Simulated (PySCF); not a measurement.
## UHF on Mg+ (magnesium, charge +1)

Configuration: [Ne] 3s1, 2S determinant. Computed with PySCF 2.14 in cc-pVTZ (5s4p2d1f, 34 functions), with the non-relativistic Hamiltonian (point nucleus).

```json
{
  "Total energy": "-199.370531 hartree",
  "One-electron energy": "-275.6858 hartree",
  "Hartree (Coulomb) energy": "92.1771 hartree",
  "Exchange energy": "-15.8618 hartree",
  "Kinetic energy": "199.35623 hartree",
  "⟨S²⟩": "0.7501",
  "⟨L²⟩": "0.000",
  "Sum of ⟨r⟩": "8.589 bohr",
  "Sum of ⟨r²⟩": "14.02 bohr²",
  "Density at the nucleus (Gaussians lack the cusp)": "1070 bohr⁻³",
  "Spin density at the nucleus": "1.72 bohr⁻³",
  "Langevin diamagnetic susceptibility": "-11.1 ×10⁻⁶ cm³/mol",
  "Time after the integrals": "0.05 s of wall time on 1 thread of Neoverse-V2 (shared host)"
}
```

| shell | electrons | mean orbital energy (eV) | rms radius, mean of both spins (bohr) |
| --- | --- | --- | --- |
| 1s α | 1 | -1343.2 | 0.152 |
| 1s β | 1 | -1343.0 | 0.152 |
| 2s α | 1 | -111.44 | 0.756 |
| 2s β | 1 | -110.98 | 0.756 |
| 2p α | 3 | -70.932 | 0.771 |
| 2p β | 3 | -70.776 | 0.771 |
| 3s α | 1 | -14.736 | 3.04 |
